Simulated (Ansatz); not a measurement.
CH$_{4}$CuS (charge +1), closed shell: a pair in one relaxed arrangement.

in.yaml

```yaml
crystal:
  periodic: [false, false, false]
  atoms:
    - {symbol: Cu, position_ang: [0.220021, -0.112335, -2.528554]}
    - {symbol: C, position_ang: [-0.110696, 0.465283, 0.663620]}
    - {symbol: S, position_ang: [0.730566, -0.685108, -0.460794]}
    - {symbol: H, position_ang: [-1.158964, 0.589083, 0.407104]}
    - {symbol: H, position_ang: [0.418823, 1.413764, 0.587779]}
    - {symbol: H, position_ang: [0.001988, 0.067984, 1.671288]}
    - {symbol: H, position_ang: [-0.101739, -1.738670, -0.340344]}
basis:
  gaussian: {orbitals: def2-SVP}
total_charge: 1
correlation: {method: ccsd_t, frozen_orbitals: {C: 1, Cu: 9, H: 0, S: 5}}
```

Run by:

```bash
ansatz run in.yaml --threads 4 --pin off --events-out ev --progress --plain --max-ram 9574MiB
```

Output of Ansatz 0.2.0:

```
Functional definition: HF
  name "HF"
  cite "Fock, Z. Phys. 61, 126 (1930) doi:10.1007/BF01340294"
  parent pbe
  exchange = exact_x
  correlation = 0
861 factors; integrals over basis functions are off by at most 1.3e-3 eV
mean field evaluation 1: about -56482.5613 eV, gradient 7.8e1 eV
mean field evaluation 2: about -56482.6709 eV, gradient 7.8e1 eV
mean field evaluation 4: about -56492.7253 eV, gradient 4.5e0 eV
mean field evaluation 8: about -56492.8833 eV, gradient 8.7e-1 eV
mean field evaluation 16: about -56492.8881 eV, gradient 3.0e-6 eV
mean field -56492.88810978 eV, -2076.0753457795 hartree, gradient 3.0e-6 eV, S^2 0.000000; 0 other end points of the search recorded, 0 dependent functions left out
15 core orbitals not correlated: weight in the atoms' cores, before any rotation towards them, 1.000 or more for the frozen orbitals, at most 0.000 for the correlated occupied ones
reference -56492.88810978 eV, -2076.0753457795 hartree; 12, 12 occupied and 56, 56 virtual orbitals, 861 factors
second order -15.59160801 eV of doubles, -0.00000000 eV of singles
cycle   1  -14.91120525 eV  change    6.8e-1 eV  update   1.2e-1
cycle   2  -15.45341274 eV  change   -5.4e-1 eV  update   5.5e-2
cycle   3  -15.58030037 eV  change   -1.3e-1 eV  update   2.1e-2
cycle   4  -15.58375073 eV  change   -3.5e-3 eV  update   1.0e-2
cycle   5  -15.57768763 eV  change    6.1e-3 eV  update   7.8e-3
cycle   6  -15.57984846 eV  change   -2.2e-3 eV  update   3.8e-3
cycle   7  -15.57956675 eV  change    2.8e-4 eV  update   1.6e-3
cycle   8  -15.57913648 eV  change    4.3e-4 eV  update   7.6e-4
cycle   9  -15.57942224 eV  change   -2.9e-4 eV  update   3.1e-4
cycle  10  -15.57968910 eV  change   -2.7e-4 eV  update   1.3e-4
cycle  11  -15.57955637 eV  change    1.3e-4 eV  update   4.8e-5
cycle  12  -15.57955613 eV  change    2.4e-7 eV  update   2.7e-5
perturbative correction -0.54865978 eV, -0.0201628752 hartree
Total energy: -56509.01632570 eV, -2076.6680467824 hartree
```

The lines “mean field evaluation” count trial sets of orbitals through the whole run, from several starts and some on an approximate energy, so they need not fall steadily or lie above the final value.

The run took about 1.1 s on 4 CPU threads of an Intel Xeon 6975P-C (shared host).
